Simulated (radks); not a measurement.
Coulomb parameter of the 3d shell of the iron ion Fe2+ in the model configuration [Ar] 3d4.5 4s1.5, as a second difference U = [E(n + 0.25) + E(n - 0.25) - 2 E(n)] / (0.25)^2 with all orbitals relaxed. "Bare": the charge of the atom changes with n. "Screened": the 4s shell takes up the change at fixed total charge, which measures U(3d,3d) + U(4s,4s) - 2 U(3d,4s). Calculated with a radial shooting solver on a logarithmic mesh with Libxc functionals: scalar-relativistic Kohn-Sham, r2SCAN, spin-unpolarised, spherical densities, finite nucleus; meta-GGA in the generalised Kohn-Sham scheme; Fermi nuclear charge, rms radius 3.7377 fm.

case                 configuration  E - E(n) (eV)
start             [Ar] 3d4.5 4s1.5          0.000
bare +0.25       [Ar] 3d4.75 4s1.5         -8.280
bare -0.25       [Ar] 3d4.25 4s1.5          9.409
screened +0.25  [Ar] 3d4.75 4s1.25         -2.813
screened -0.25  [Ar] 3d4.25 4s1.75          3.090

U(bare) = 18.061 eV, U(screened by 4s) = 4.444 eV, against the Slater integral F0(3d,3d) = 25.641 eV with frozen orbitals.
